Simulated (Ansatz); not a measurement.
Basis sets compared for [WOF4]- (WOF4⁻). Total charge -1; doublet. Geometry r2SCAN-D4/def2-SVPD. Ansatz on 4 threads of Arm Neoverse V1 on a shared host; times are rough, and most runs start from earlier orbitals.

```xyz
6

W     0.0184   -0.0985   -0.0745
O     0.2705   -1.4472   -1.0958
F    -1.8501   -0.0737    0.4633
F    -0.4815    1.4223   -1.1786
F     1.7053    0.8484    0.1233
F     0.3375   -0.6514    1.7623
```

In the def2 sets W takes a core potential; there is no spin–orbit coupling. At PBE-D4/def2-SVPD, PBE-D4/def2-TZVPD the highest occupied level of the charge -1 doublet lies above zero (up to 1.06 eV). By energy differences its removal costs 2.42 eV (vertical, to the charge 0 singlet, at PBE-D4/def2-TZVPD); a positive level beside a positive removal energy at the same level points to self-interaction error. No other spin state of charge -1 was run.

| level | functions | energy (Eh) | HOMO (eV) | LUMO (eV) | wall time |
| --- | --- | --- | --- | --- | --- |
| PBE-D4/def2-SVPD | 150 | -541.3216 | 0.89 | 2.32 | 3.3 s |
| PBE0-D4/def2-SVPD | 150 | -541.2363 | -1.03 | 3.27 | 4.4 s |

(1) Estimate the rows for PBE-D4/def2-TZVPD, PBE0-D4/def2-TZVPD (with forces).

Answers

(1) 
| level | functions | energy (Eh) | HOMO (eV) | LUMO (eV) | wall time |
| --- | --- | --- | --- | --- | --- |
| PBE-D4/def2-TZVPD | 243 | -541.8808 | 1.06 | 2.50 | 6 s |
| PBE0-D4/def2-TZVPD (with forces) | 243 | -541.7998 | -0.83 | 3.48 | 17 s |
